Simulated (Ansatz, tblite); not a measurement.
Removing and adding an electron: the cluster Ga₂O₂ (the lowest singlet isomer of a short search). The state is a singlet with charge 0. Geometry: PBE-D4/def2-SVP. Ansatz, gas phase; energy differences of separate SCF runs; the oxidised species was run as a doublet alone; the reduced species was run as a doublet alone.

| atom | x (Å) | y (Å) | z (Å) |
| --- | --- | --- | --- |
| Ga1 | -0.1266 | -0.6135 | 0.6724 |
| Ga2 | 0.3677 | 1.7821 | -1.9533 |
| O3 | 0.1138 | 0.5589 | -0.6091 |
| O4 | -0.3549 | -1.7275 | 1.8899 |

The xTB rows come from tblite. HOMO above LUMO, or a gap near zero within one spin, warns that the state may not be the lowest or that an electron is smeared out. The structure comes from a short search, and lower isomers may exist.

```tsv
level	−HOMO (eV)	vertical IE (eV)	−LUMO (eV)	vertical EA (eV)	HOMO–LUMO gap (eV)	IE − EA (eV)	remarks
PBE-D4/def2-TZVP	5.95	9.23	2.63	–	3.32	–	gap within one spin near zero (+1 doublet)
PBE-D4/def2-TZVPD	6.01	–	2.74	0.52	3.27	–	HOMO above zero (-1 doublet), gap within one spin near zero (-1 doublet)
PBE0-D4/def2-TZVP	7.32	9.15	1.73	–	5.59	–	–
PBE0-D4/def2-TZVPD	7.37	–	1.87	0.39	5.50	–	HOMO above zero (-1 doublet)
```

Q: Estimate the rows for GFN1-xTB, GFN2-xTB, r2SCAN-D4/def2-TZVP, r2SCAN-D4/def2-TZVPD.

A: 
```tsv
level	−HOMO (eV)	vertical IE (eV)	−LUMO (eV)	vertical EA (eV)	HOMO–LUMO gap (eV)	IE − EA (eV)	remarks
GFN1-xTB	11.73	14.81	6.50	3.40	5.23	11.40	–
GFN2-xTB	11.85	15.11	8.77	5.20	3.08	9.91	–
r2SCAN-D4/def2-TZVP	6.24	9.22	2.44	–	3.80	–	–
r2SCAN-D4/def2-TZVPD	6.28	–	2.52	0.50	3.76	–	HOMO above zero (-1 doublet)
```

   A HOMO above zero means that the electron is unbound at that level or that self-interaction error raises the level; the energy of removing that electron tells which. Raw xTB energy differences between charge states are shifted by several eV; the methods need an empirical correction for them.
